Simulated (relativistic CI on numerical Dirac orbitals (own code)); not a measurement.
## Ru⁴⁺: resonant inelastic scattering at the L2,3 edge

Computed with this model: Dirac-Coulomb-Breit CI, separate exchange-only KLI orbitals for each configuration, model QED (radiative potential, 1s self-energy scaled to tabulated hydrogen-like ionisation energies), Kramers-Heisenberg scattering through one core-hole configuration in a parametric crystal field, unscaled Slater integrals; configurations [Kr] 4d4 → [He] 2s2 2p5 3s2 3p6 3d10 4s2 4p6 4d5; 10 K; core-hole width 0.96 eV; summed over polarisations. Incident energies are the highest absorption maxima for each field (at most a few, so the weaker spin-orbit partner edge can be absent), on the computed scale of the free ion. Intensities are in per cent of the strongest line above 0.02 eV; levels within 1 cm⁻¹ are merged; final levels count from the ground level, the first row holds all elastic scattering, lines under 0.4 are left out and each table stops after 24 rows. The scale of the Slater integrals is a model choice and moves the terms in proportion.

Field parameters in Wybourne normalisation: D4h B²₀ = −7Ds, B⁴₀ = 21(Dq − Dt), B⁴₄ = 21√(5/14) Dq; Oh B⁴₀ = 21Dq, B⁴₄ = √(5/14) B⁴₀; Td as Oh with Dq negative (B⁴₀ = 21Dq, B⁴₄ = √(5/14) B⁴₀). The field is a parameter set, without covalency.

S is read from ⟨S²⟩ = S(S + 1).

Td, 10Dq = -5550 cm⁻¹:

| Final level (eV) | Degeneracy | Irrep | S | 2842.7 eV | 2845.7 eV | 2975.1 eV |
| --- | --- | --- | --- | --- | --- | --- |
| 0.000 | 1 | A1 | 1.98 | 74.0 | 405.9 | 27.8 |
| 0.038 | 3 | T1 | 1.99 | 70.7 | 100.0 | 9.0 |
| 0.075 | 3 | T2 | 1.99 | 29.2 | 49.9 | 0.3 |
| 0.169 | 2 | E | 1.99 | 16.7 | 18.5 | 1.3 |
| 0.192 | 3 | T1 | 1.99 | 2.2 | 2.7 | 1.0 |
| 0.269 | 3 | T2 | 1.99 | 2.0 | 2.6 | 2.6 |
| 0.858 | 3 | T2 | 1.99 | 9.0 | 3.8 | 0.3 |
| 0.867 | 2 | E | 1.99 | 9.6 | 4.3 | 0.8 |
| 0.872 | 3 | T1 | 1.99 | 23.5 | 7.8 | 1.3 |
| 0.878 | 1 | A1 | 1.99 | 8.5 | 4.0 | 3.0 |
| 1.845 | 1 | A1 | 0.95 | 1.1 | 27.5 | 5.3 |
| 2.065 | 3 | T1 | 1.01 | 0.9 | 15.2 | 1.7 |
| 2.108 | 2 | E | 0.99 | 0.2 | 2.6 | 5.8 |
| 2.156 | 3 | T2 | 1.00 | 0.2 | 5.5 | 0.5 |
| 2.354 | 3 | T1 | 0.97 | 0.0 | 1.7 | 0.6 |
| 2.402 | 3 | T2 | 1.00 | 0.1 | 1.5 | 7.1 |
| 2.447 | 2 | E | 1.00 | 0.0 | 0.7 | 3.2 |
| 2.579 | 3 | T1 | 0.97 | 0.0 | 0.1 | 1.5 |
| 2.631 | 2 | E | 1.00 | 0.0 | 0.7 | 0.2 |
| 2.638 | 3 | T2 | 1.00 | 0.0 | 0.1 | 0.9 |
| 2.663 | 1 | A1 | 0.85 | 0.0 | 0.1 | 0.7 |
| 2.726 | 1 | A1 | 0.76 | 0.5 | 7.5 | 4.8 |
| 2.857 | 3 | T2 | 0.99 | 0.0 | 0.8 | 5.6 |
| 2.902 | 3 | T1 | 0.99 | 0.0 | 0.4 | 1.6 |

D4h, 10Dq = 21450, Ds = 780, Dt = 210 cm⁻¹:

| Final level (eV) | Degeneracy | Irrep | S | 2844.9 eV | 2846.3 eV | 2847 eV |
| --- | --- | --- | --- | --- | --- | --- |
| 0.000 | 1 | A1 | 1.90 | 1992.3 | 1295.2 | 1404.6 |
| 0.008 | 1 | A2 | 1.92 | 21.2 | 74.9 | 53.3 |
| 0.047 | 2 | E | 1.96 | 16.0 | 62.5 | 47.9 |
| 0.063 | 1 | B1 | 1.98 | 5.5 | 10.7 | 5.3 |
| 0.430 | 1 | A1 | 1.65 | 62.4 | 100.0 | 18.4 |
| 0.468 | 2 | E | 1.72 | 94.1 | 34.5 | 27.9 |
| 0.538 | 1 | B2 | 1.80 | 39.0 | 24.9 | 48.0 |
| 0.545 | 1 | B1 | 1.84 | 94.0 | 25.8 | 17.4 |
| 0.660 | 1 | A2 | 1.12 | 8.7 | 3.3 | 8.4 |
| 0.682 | 1 | A1 | 1.38 | 69.7 | 87.4 | 29.1 |
| 0.728 | 2 | E | 1.23 | 5.9 | 16.6 | 11.3 |
| 0.781 | 1 | B2 | 1.28 | 1.9 | 21.8 | 17.8 |
| 0.798 | 1 | B1 | 1.26 | 0.8 | 2.1 | 26.9 |
| 0.883 | 2 | E | 1.23 | 28.6 | 13.0 | 23.0 |
| 0.907 | 1 | A1 | 1.23 | 10.4 | 23.7 | 13.7 |
| 1.977 | 2 | E | 0.16 | 5.5 | 1.8 | 9.1 |
| 2.090 | 1 | A1 | 0.16 | 5.4 | 3.4 | 4.9 |
| 2.095 | 1 | B2 | 0.18 | 12.8 | 0.7 | 0.5 |
| 2.268 | 1 | B1 | 0.19 | 12.5 | 3.5 | 0.9 |
| 2.584 | 1 | A1 | 1.54 | 29.5 | 42.0 | 28.0 |
| 2.629 | 2 | E | 1.18 | 33.2 | 10.7 | 20.3 |
| 2.632 | 2 | E | 1.60 | 33.7 | 10.3 | 10.2 |
| 2.640 | 1 | A2 | 1.85 | 40.0 | 9.5 | 34.6 |
| 2.640 | 1 | B2 | 1.38 | 0.1 | 5.4 | 5.1 |

Oh, 10Dq = 37150 cm⁻¹:

```
Final level (eV)  Degeneracy  Irrep     S  2842.8 eV  2846.4 eV  2848.6 eV
           0.000           1     A1  1.01      288.4      549.3      190.4
           0.107           3     T1  1.02       35.9       37.2        5.4
           0.256           2      E  1.01        0.8       25.0       31.5
           0.257           3     T2  1.00        6.9       18.3        3.6
           1.621           3     T2  0.04        6.7        1.2       11.5
           1.784           2      E  0.11        5.8        3.6        1.8
           1.852           3     T2  1.99        0.6        7.2        2.6
           1.858           2      E  1.97        0.7        2.9        1.1
           1.861           3     T1  1.99        0.2       19.9        0.4
           1.865           1     A1  1.99        1.0       32.2        2.9
           3.334           1     A1  0.06       10.4        2.8        1.7
           4.343           3     T1  1.00        5.3       24.6       36.9
           4.364           1     A1  1.00        0.3       23.9        5.4
           4.366           3     T2  1.00        0.6        3.4        6.2
           4.408           3     T1  1.01        3.3      100.0        2.8
           4.535           2      E  1.01        0.4       36.6        1.9
           4.550           3     T2  1.00        0.2       17.3        0.3
           4.567           3     T1  1.01        1.3       25.5        1.2
           4.577           2      E  1.00        0.1        4.7        1.3
           4.665           3     T2  1.00        0.8        7.1        2.8
           4.827           3     T1  1.00        0.4        9.1        1.2
           4.998           3     T2  1.02        0.2        3.8       21.3
           5.334           3     T2  1.01        2.1        3.2       13.5
           5.347           3     T1  1.01        0.9        6.2       21.9
```

For the first field the strongest loss at the lowest incident energy is the level at 0.04 eV (S = 1.99, against 1.98 in the thermal ground state). Levels of other spin, the first over 8 % at 1.84 eV, appear because spin-orbit coupling of the core hole, and in heavier ions of the valence shell too, mixes spins.
